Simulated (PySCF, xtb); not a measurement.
C3H3N, SMILES C(C=C)#N.

Harmonic wavenumbers (cm⁻¹) from GFN2-xTB run with xtb at its own minimum, in rising order: 217, 321, 555, 675, 905, 908, 992, 1064, 1252, 1395, 1661, 2377, 3055, 3105, 3135.

Task: What does PySCF with B3LYP-D3(BJ)/def2-SVP give at its own minimum? (The exact figures need the calculation; the answer reports its results.)

Result: 231, 350, 570, 710, 889, 980, 1002, 1097, 1298, 1422, 1687, 2361, 3154, 3172, 3260. Paired by order, the mean absolute difference is 42 cm⁻¹ and the zero-point energies are 30.9 and 31.7 kcal/mol.
